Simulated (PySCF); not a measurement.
PySCF input for CH3BeBrO, SMILES C[O][Be][Br], ωB97X-D3(BJ)/def2-SVP. 

```python
import numpy as np
from pyscf import gto, scf, dft
from pyscf.geomopt import geometric_solver

mol = gto.M(
    atom='''
    Be   -0.65830000    0.67310000    1.32620000
    Br   -1.49450000    1.43530000    2.93670000
    O    -0.11200000    0.16300000    0.21650000
    C     0.43360000   -0.44130000   -0.89750000
    H     0.73140000    0.35190000   -1.61460000
    H     1.33160000   -1.01400000   -0.59720000
    H    -0.28110000   -1.11640000   -1.35880000
    ''',
    basis='def2-SVP',
    charge=0,
    spin=0,
    max_memory=1600,
    verbose=3,
)
mf = dft.RKS(mol, xc='wb97x-d3bj').density_fit(auxbasis='def2-universal-jkfit')
mf.grids.level = 3
mf.conv_tol = 1e-9
mf.max_cycle = 100
mf.kernel()
grad = mf.nuc_grad_method()
grad.grid_response = mol.nao <= 150
conv, mol_eq = geometric_solver.kernel(grad, convergence_set='GAU_TIGHT', maxsteps=100)
print(mol_eq.tostring(format='xyz'))
mf.reset(mol_eq)
mf.kernel()
```

Output:

```
[...]
1 Br    -0.0000007548    -0.0000000724     0.0000007172
2 O    -0.0000012556    -0.0000024895    -0.0000065108
3 C    -0.0000035558     0.0000042579     0.0000104364
4 H     0.0000006136    -0.0000010793    -0.0000005660
5 H    -0.0000003159    -0.0000002735    -0.0000011869
6 H     0.0000009281    -0.0000002751    -0.0000007208
----------------------------------------------
cycle 35: E = -2703.70372042  dE = -7.82211e-09  norm(grad) = 1.4746e-05
Step   34 : Displace = 1.553e-04/2.758e-04 (rms/max) Trust = 3.000e-01 (=) Grad = 5.573e-06/1.182e-05 (rms/max) E (change) = -2703.7037204236 (-7.822e-09) Quality = 1.147
Hessian Eigenvalues: 2.95389e-04 6.58905e-04 7.14908e-03 ... 3.61802e-01 4.40910e-01 5.37395e-01

Geometry optimization cycle 36
Cartesian coordinates (Angstrom)
 Atom        New coordinates             dX        dY        dZ
  Be  -0.812034   0.604533   1.336289    0.000668 -0.000736  0.000778
  Br  -1.760292   1.305097   2.908342    0.000954 -0.001364  0.001227
   O  -0.143131   0.109229   0.226545    0.000622 -0.000167  0.000490
   C   0.524884  -0.386681  -0.881490   -0.000346  0.000429 -0.000390
   H   0.820269   0.432983  -1.559263   -0.000895  0.000821 -0.000153
   H   1.437718  -0.928028  -0.577912   -0.000115  0.000232 -0.001446
   H  -0.117732  -1.084860  -1.445470   -0.000866  0.000778 -0.000229
converged SCF energy = -2703.70372042562
--------------- DFRKS_Scanner gradients ---------------
         x                y                z
0 Be    -0.0000040177     0.0000006319     0.0000037535
1 Br     0.0000013508    -0.0000001022    -0.0000001070
2 O    -0.0000026801     0.0000039240     0.0000057480
3 C     0.0000075206    -0.0000061002    -0.0000130688
4 H    -0.0000006225     0.0000009550     0.0000013150
5 H    -0.0000003291     0.0000003527     0.0000016037
6 H    -0.0000012194     0.0000003830     0.0000009211
----------------------------------------------
cycle 36: E = -2703.70372043  dE = -1.98452e-09  norm(grad) = 1.89994e-05
Step   35 : Displace = 3.550e-04/6.223e-04 (rms/max) Trust = 3.000e-01 (=) Grad = 7.181e-06/1.627e-05 (rms/max) E (change) = -2703.7037204256 (-1.985e-09) Quality = 0.619
Hessian Eigenvalues: 4.11907e-04 6.99673e-04 6.93581e-03 ... 3.61798e-01 4.43220e-01 5.67136e-01

Geometry optimization cycle 37
Cartesian coordinates (Angstrom)
 Atom        New coordinates             dX        dY        dZ
  Be  -0.812624   0.604749   1.335807   -0.000590  0.000216 -0.000482
  Br  -1.761506   1.305572   2.907369   -0.001214  0.000475 -0.000973
   O  -0.143284   0.109249   0.226415   -0.000153  0.000021 -0.000130
   C   0.525259  -0.386826  -0.881220    0.000375 -0.000145  0.000270
   H   0.820872   0.432721  -1.559036    0.000604 -0.000262  0.000228
   H   1.438007  -0.928034  -0.577136    0.000290 -0.000006  0.000776
   H  -0.117046  -1.085178  -1.445342    0.000687 -0.000318  0.000127
converged SCF energy = -2703.70372042635
--------------- DFRKS_Scanner gradients ---------------
         x                y                z
0 Be    -0.0000020675    -0.0000001840     0.0000012640
1 Br     0.0000007567     0.0000000540    -0.0000000332
2 O    -0.0000013561     0.0000022621     0.0000026106
3 C     0.0000035096    -0.0000030899    -0.0000056271
4 H    -0.0000001383     0.0000005638     0.0000006193
5 H    -0.0000002256     0.0000001925     0.0000009084
6 H    -0.0000005631     0.0000001751     0.0000003955
----------------------------------------------
cycle 37: E = -2703.70372043  dE = -7.28051e-10  norm(grad) = 8.71328e-06
Step   36 : Displace = 3.742e-05/6.389e-05 (rms/max) Trust = 3.000e-01 (=) Grad = 3.293e-06/7.316e-06 (rms/max) E (change) = -2703.7037204263 (-7.281e-10) Quality = 0.783
Hessian Eigenvalues: 5.61803e-04 6.96153e-04 6.90812e-03 ... 3.61798e-01 4.38763e-01 5.25161e-01

Geometry optimization cycle 38
Cartesian coordinates (Angstrom)
 Atom        New coordinates             dX        dY        dZ
  Be  -0.812481   0.604797   1.335871    0.000143  0.000048  0.000064
  Br  -1.761306   1.305701   2.907432    0.000200  0.000129  0.000063
   O  -0.143219   0.109212   0.226472    0.000065 -0.000038  0.000057
   C   0.525185  -0.386859  -0.881241   -0.000074 -0.000032 -0.000021
   H   0.820757   0.432688  -1.559077   -0.000116 -0.000033 -0.000041
   H   1.437949  -0.928106  -0.577273   -0.000058 -0.000072 -0.000137
   H  -0.117198  -1.085179  -1.445313   -0.000153 -0.000001  0.000029
converged SCF energy = -2703.70372042644
--------------- DFRKS_Scanner gradients ---------------
         x                y                z
0 Be    -0.0000012790     0.0000006058     0.0000017696
1 Br     0.0000006121     0.0000001511     0.0000002161
2 O    -0.0000011048     0.0000011156     0.0000023009
3 C     0.0000029513    -0.0000023514    -0.0000051322
4 H    -0.0000001197     0.0000004188     0.0000003645
5 H    -0.0000001979     0.0000000168     0.0000004151
6 H    -0.0000006932     0.0000000278     0.0000002366
----------------------------------------------
cycle 38: E = -2703.70372043  dE = -9.27685e-11  norm(grad) = 7.41541e-06
Step   37 : Displace = 4.911e-05/7.955e-05 (rms/max) Trust = 3.000e-01 (=) Grad = 2.803e-06/6.370e-06 (rms/max) E (change) = -2703.7037204264 (-9.277e-11) Quality = 0.516
Hessian Eigenvalues: 6.77047e-04 2.33170e-03 6.96400e-03 ... 3.61878e-01 4.22925e-01 4.88414e-01

Geometry optimization cycle 39
Cartesian coordinates (Angstrom)
 Atom        New coordinates             dX        dY        dZ
  Be  -0.812631   0.604807   1.335756   -0.000150  0.000010 -0.000115
  Br  -1.761891   1.305903   2.906974   -0.000585  0.000202 -0.000459
   O  -0.143153   0.109027   0.226580    0.000066 -0.000185  0.000108
   C   0.525331  -0.386890  -0.881128    0.000146 -0.000031  0.000113
   H   0.820874   0.432718  -1.558905    0.000117  0.000030  0.000172
   H   1.438129  -0.928093  -0.577181    0.000180  0.000014  0.000091
   H  -0.116956  -1.085225  -1.445293    0.000243 -0.000046  0.000019
converged SCF energy = -2703.70372042608
--------------- DFRKS_Scanner gradients ---------------
         x                y                z
0 Be     0.0000039018     0.0000003288    -0.0000020757
1 Br    -0.0000017380     0.0000002729     0.0000003818
2 O     0.0000018391    -0.0000042200    -0.0000053269
3 C    -0.0000054872     0.0000052905     0.0000101020
4 H     0.0000004835    -0.0000011533    -0.0000007488
5 H    -0.0000001185    -0.0000004324    -0.0000016674
6 H     0.0000010840     0.0000000249    -0.0000007547
----------------------------------------------
cycle 39: E = -2703.70372043  dE = 3.6016e-10  norm(grad) = 1.54741e-05
Step   38 : Displace = 1.553e-04/2.596e-04 (rms/max) Trust = 3.000e-01 (=) Grad = 5.849e-06/1.266e-05 (rms/max) E (change) = -2703.7037204261 (+3.602e-10) Quality = -0.596
Hessian Eigenvalues: 7.13512e-04 3.17407e-03 7.11611e-03 ... 3.61853e-01 4.34756e-01 5.04158e-01

Geometry optimization cycle 40
Cartesian coordinates (Angstrom)
 Atom        New coordinates             dX        dY        dZ
  Be  -0.812656   0.604790   1.335756   -0.000025 -0.000017  0.000000
  Br  -1.761793   1.305772   2.907095    0.000098 -0.000131  0.000121
   O  -0.143186   0.109134   0.226517   -0.000032  0.000107 -0.000063
   C   0.525321  -0.386869  -0.881158   -0.000010  0.000020 -0.000030
   H   0.820897   0.432705  -1.558959    0.000023 -0.000013 -0.000054
   H   1.438095  -0.928074  -0.577141   -0.000035  0.000019  0.000040
   H  -0.116980  -1.085215  -1.445294   -0.000024  0.000010 -0.000000
converged SCF energy = -2703.70372042674
--------------- DFRKS_Scanner gradients ---------------
         x                y                z
0 Be     0.0000002505     0.0000001324    -0.0000003237
1 Br     0.0000001527    -0.0000001690     0.0000004277
2 O     0.0000000738    -0.0000001313    -0.0000004135
3 C    -0.0000006459     0.0000004611     0.0000007418
4 H     0.0000002009    -0.0000001494    -0.0000000702
5 H    -0.0000000029    -0.0000002048     0.0000000069
6 H     0.0000000557     0.0000000461    -0.0000000990
----------------------------------------------
cycle 40: E = -2703.70372043  dE = -6.60748e-10  norm(grad) = 1.38497e-06
Step   39 : Displace = 8.325e-05/1.369e-04 (rms/max) Trust = 7.767e-05 (-) Grad = 5.235e-07/1.086e-06 (rms/max) E (change) = -2703.7037204267 (-6.607e-10) Quality = 0.997
Hessian Eigenvalues: 7.23491e-04 3.64411e-03 7.06898e-03 ... 3.61852e-01 4.27404e-01 4.92591e-01

Geometry optimization cycle 41
Cartesian coordinates (Angstrom)
 Atom        New coordinates             dX        dY        dZ
  Be  -0.812729   0.604772   1.335718   -0.000073 -0.000018 -0.000038
  Br  -1.761984   1.305787   2.906970   -0.000190  0.000014 -0.000125
   O  -0.143148   0.109115   0.226545    0.000038 -0.000019  0.000028
   C   0.525376  -0.386871  -0.881135    0.000055 -0.000002  0.000023
   H   0.820945   0.432719  -1.558920    0.000047  0.000013  0.000038
   H   1.438154  -0.928063  -0.577110    0.000059  0.000011  0.000032
   H  -0.116913  -1.085220  -1.445279    0.000066 -0.000005  0.000014
converged SCF energy = -2703.70372042668
--------------- DFRKS_Scanner gradients ---------------
         x                y                z
0 Be    -0.0000007353    -0.0000001992    -0.0000000556
1 Br     0.0000003555    -0.0000000391    -0.0000007221
2 O     0.0000002567     0.0000003594     0.0000013476
3 C     0.0000004581    -0.0000006033    -0.0000014735
4 H    -0.0000000049     0.0000002411     0.0000002608
5 H     0.0000000039    -0.0000000424     0.0000002641
6 H    -0.0000001929     0.0000001489     0.0000000571
----------------------------------------------
cycle 41: E = -2703.70372043  dE = 6.04814e-11  norm(grad) = 2.4998e-06
Step   40 : Displace = 3.809e-05/6.613e-05 (rms/max) Trust = 1.098e-04 (+) Grad = 9.448e-07/1.657e-06 (rms/max) E (change) = -2703.7037204267 (+6.048e-11) Quality = -0.560
Hessian Eigenvalues: 7.23474e-04 4.33940e-03 8.28723e-03 ... 3.61861e-01 4.28779e-01 4.92043e-01

Geometry optimization cycle 42
Cartesian coordinates (Angstrom)
 Atom        New coordinates             dX        dY        dZ
  Be  -0.812721   0.604781   1.335722    0.000008  0.000009  0.000004
  Br  -1.761952   1.305778   2.906997    0.000032 -0.000009  0.000028
   O  -0.143170   0.109126   0.226529   -0.000023  0.000011 -0.000016
   C   0.525367  -0.386869  -0.881137   -0.000010  0.000002 -0.000002
   H   0.820944   0.432713  -1.558928   -0.000001 -0.000006 -0.000007
   H   1.438141  -0.928059  -0.577098   -0.000013  0.000004  0.000011
   H  -0.116915  -1.085223  -1.445284   -0.000001 -0.000003 -0.000005
converged SCF energy = -2703.70372042665
--------------- DFRKS_Scanner gradients ---------------
         x                y                z
0 Be    -0.0000010275     0.0000007067     0.0000014116
1 Br     0.0000000459     0.0000000362     0.0000000983
2 O    -0.0000009071     0.0000007023     0.0000018522
3 C     0.0000022833    -0.0000017125    -0.0000039681
4 H     0.0000000224     0.0000003768     0.0000002064
5 H    -0.0000000148    -0.0000000805     0.0000004076
6 H    -0.0000004436    -0.0000000314     0.0000000470
----------------------------------------------
cycle 42: E = -2703.70372043  dE = 3.5925e-11  norm(grad) = 5.72341e-06
Step   41 : Displace = 1.814e-05/3.163e-05 (rms/max) Trust = 1.904e-05 (-) Grad = 2.163e-06/4.888e-06 (rms/max) E (change) = -2703.7037204266 (+3.593e-11) Quality = -0.651
Hessian Eigenvalues: 7.23474e-04 4.33940e-03 8.28723e-03 ... 3.61861e-01 4.28779e-01 4.92043e-01
Converged! =D

7
XYZ from PySCF
Be         -0.81272073        0.60478060        1.33572178
Br         -1.76195193        1.30577782        2.90699748
O          -0.14317049        0.10912586        0.22652887
C           0.52536654       -0.38686895       -0.88113654
H           0.82094407        0.43271291       -1.55892778
H           1.43814092       -0.92805934       -0.57709848
H          -0.11691472       -1.08522277       -1.44528418
converged SCF energy = -2703.70372042673
```

The calculation finished and met its thresholds.

Cost: very roughly 2.7 core-minutes.
